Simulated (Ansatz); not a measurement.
## Abstraction of H: SiH2(NH2)(SiH3) + GeH(GeH3)Cl → SiH(NH2)(SiH3) + GeH2(GeH3)Cl

Species: SiH2(NH2)(SiH3), singlet; GeH(GeH3)Cl, doublet; SiH(NH2)(SiH3), doublet; GeH2(GeH3)Cl, singlet. A radical takes H: the energy is the difference in strength between the Si–H bond broken and the Ge–H bond made.

Shapes, held fixed at every level: PBE0-D4/def2-TZVP. Flexible molecules stand in one conformer, not always the lowest. Programs: Ansatz 0.2.0. Electronic energies: no zero-point or thermal term.

```
               level                   kind  ΔE (kJ/mol)  less CCSD(T)/def2-TZVPP
         HF/def2-SVP           Hartree–Fock        +27.4                     +5.5
    SPW92/def2-TZVPP                    LDA        +17.1                     -4.8
r2SCAN-D4/def2-TZVPP               meta-GGA        +20.7                     -1.2
 B3LYP-D4/def2-TZVPP          global hybrid        +27.2                     +5.3
  PBE0-D4/def2-TZVPP          global hybrid        +21.4                     -0.5
        MP2/def2-SVP    perturbation theory        +21.0                     -0.9
      MP2/def2-TZVPP    perturbation theory        +22.6                     +0.7
  CCSD(T)/def2-TZVPP  coupled cluster or CI        +21.9                      0.0
```

The highest level, CCSD(T)/def2-TZVPP, gives ΔE = +21.9 kJ/mol; the levels span +17.1 to +27.4. The column of differences is taken from that level and isn't an error. No measured value is set beside it here. Open shells run unrestricted unless RO is named. Relativity is left out for Ge unless named. Correlated rows may include outer-core shells of Ge, which these sets cover unevenly.
